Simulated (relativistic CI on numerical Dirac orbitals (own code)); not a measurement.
## Spin-allowed bands of a d2 ion in a tetrahedral site, by hand

Problem. Take Δ = 9650 cm⁻¹ and B = 650 cm⁻¹ for a d2 ion in a tetrahedral site. Calculate the three spin-allowed bands.

Working.
1. The terms of highest spin are 3F (energy 0) and 3P (15B = 9750 cm⁻¹). Here the F term splits into A2 at −1.2Δ = -11580, T2 at −0.2Δ = -1930 and T1 at +0.6Δ = 5790 cm⁻¹.
2. The two T1 states mix through the element 0.4Δ: H = [[5790, 3860], [3860, 9750]], with roots ½(H₁₁ + H₂₂) ∓ ½√[(H₂₂ − H₁₁)² + 4H₁₂²] = ½(15540) ∓ ½(8676) = 3432 and 12108 cm⁻¹.
3. The ground term is 3A2 at -11580 cm⁻¹.
4. Bands: 3T2 9650 cm⁻¹ (1036 nm), 3T1(F) 15012 cm⁻¹ (666 nm), 3T1(P) 23688 cm⁻¹ (422 nm).

Check. Exact diagonalisation of the whole d2 shell with these parameters gives 3T2 9650, 3T1 15012, 3T1 23688 cm⁻¹. The match is exact, since without spin-orbit coupling no other term has this spin. The ratio of the second band to the first, 1.556, depends on Δ/B = 14.8 alone, which is how a Tanabe-Sugano diagram is read.
